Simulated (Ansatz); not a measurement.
```yaml
crystal:
  periodic: [false, false, false]
  atoms:
    - {symbol: C, position_ang: [-1.188045, 1.710998, -0.212770]}
    - {symbol: Al, position_ang: [-0.086588, 0.135169, -0.014122]}
    - {symbol: C, position_ang: [0.202645, -0.627961, 1.763437]}
    - {symbol: C, position_ang: [0.723888, -0.687067, -1.592984]}
    - {symbol: H, position_ang: [-1.400429, 2.196835, -1.165006]}
    - {symbol: H, position_ang: [-1.677045, 2.227258, 0.613226]}
    - {symbol: H, position_ang: [-0.170636, -1.656860, 1.814031]}
    - {symbol: H, position_ang: [1.270598, -0.680650, 2.001640]}
    - {symbol: H, position_ang: [-0.286801, -0.060127, 2.558616]}
    - {symbol: H, position_ang: [0.355214, -1.709232, -1.734363]}
    - {symbol: H, position_ang: [1.810658, -0.768971, -1.483196]}
    - {symbol: H, position_ang: [0.523640, -0.134792, -2.514507]}
basis:
  gaussian: {orbitals: def2-TZVPP, fitting: {mean_field: def2-universal-jkfit}}
magnetization: {spin_polarized: true, initial_magnetization: 1}
hamiltonian: {xc: {name: SVWN5}}
output: {forces: true}
```

```sh
$ ansatz run in.yaml --threads 4 --pin off --events-out ev --progress --plain --max-ram 10444MiB
```

Output, abridged:

```
Functional definition: SVWN5
497 factors; integrals over basis functions are off by at most 9.7e-1 eV
mean field evaluation 1: about -9754.2903 eV, gradient 7.3e1 eV
mean field evaluation 2: about -9716.2211 eV, gradient 9.7e1 eV
mean field evaluation 4: about -9777.9845 eV, gradient 1.2e1 eV
mean field evaluation 8: about -9778.7361 eV, gradient 1.2e-1 eV
mean field evaluation 16: about -9778.7362 eV, gradient 7.3e-5 eV
mean field -9778.73616563 eV, -359.3619258213 hartree, gradient 7.3e-5 eV, S^2 0.752061; 0 other end points of the search recorded, 0 dependent functions left out
reference -9778.73621079 eV, -359.3619274812 hartree; 20, 19 occupied and 227, 228 virtual orbitals, 497 factors
Total energy: -9778.73621079 eV, -359.3619274812 hartree
Atom 0 at    -1.188045     1.710998    -0.212770 Å, force     0.256814    -0.368921     0.046494 eV/Å
Atom 1 at    -0.086588     0.135169    -0.014122 Å, force     0.043682    -0.062020     0.007883 eV/Å
Atom 2 at     0.202645    -0.627961     1.763437 Å, force    -0.077256     0.184715    -0.379551 eV/Å
Atom 3 at     0.723888    -0.687067    -1.592984 Å, force    -0.186990     0.197661     0.331882 eV/Å
Atom 4 at    -1.400429     2.196835    -1.165006 Å, force    -0.045862     0.119068    -0.271474 eV/Å
Atom 5 at    -1.677045     2.227258     0.613226 Å, force    -0.125735     0.127830     0.240352 eV/Å
Atom 6 at    -0.170636    -1.656860     1.814031 Å, force    -0.080262    -0.225245    -0.005414 eV/Å
Atom 7 at     1.270598    -0.680650     2.001640 Å, force     0.237197    -0.010574     0.035241 eV/Å
Atom 8 at    -0.286801    -0.060127     2.558616 Å, force    -0.117649     0.140136     0.168170 eV/Å
Atom 9 at     0.355214    -1.709232    -1.734363 Å, force    -0.084429    -0.223027    -0.015158 eV/Å
Atom 10 at     1.810658    -0.768971    -1.483196 Å, force     0.236090    -0.016554     0.041410 eV/Å
Atom 11 at     0.523640    -0.134792    -2.514507 Å, force    -0.055599     0.136929    -0.199834 eV/Å
Dipole moment:    -0.022599     0.031072    -0.004096 e Å
```

It took 1.4 s on 4 threads of an Arm Neoverse V2 on a shared host, with 0.45 GiB of host memory at the peak.
